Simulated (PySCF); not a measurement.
# Diatomic cations of Be with group 12

PBE0 with double-zeta basis sets in PySCF, for the lowest determinant that a PBE0 search found; no spin–orbit coupling. De refers to high-spin ground-configuration atoms (the charge goes to the atom of lower measured ionisation energy or higher electron affinity, which is not always the lowest computed limit). A positive dipole points towards Be; it is taken about the centre of mass and depends on that origin.

```csv
M,basis,charged atom,state (unpaired electrons),Re (Å),ωe (cm⁻¹),De (eV),μ (D)
Zn,x2c-SVPall,Be+,doublet (σ ↑),2.395,367,1.91,3.48
Cd,def2-SVPD,Cd+,doublet (σ ↑),2.526,342,1.90,3.77
Hg,cc-pVDZ/cc-pVDZ-PP,Be+,doublet (σ ↑),2.370,375,1.64,4.61
```

The shortest bond is that of BeHg⁺ (2.370 Å), the longest that of BeCd⁺ (2.526 Å).

The rows differ in basis set, which adds steps of its own.

Down a group the atoms grow and get heavier, so bonds lengthen and wavenumbers fall; the exceptions here are the shorter bond at Hg and the higher wavenumber at Hg. Relativity and the filled 4f shell contract the atoms of the sixth period.

Spin–orbit coupling is left out. For an ion De counts to the pair picked by the measured ionisation energies or electron affinities, which need not be the lowest pair at this level. States were picked by a PBE0 search and need not be the measured ground states.
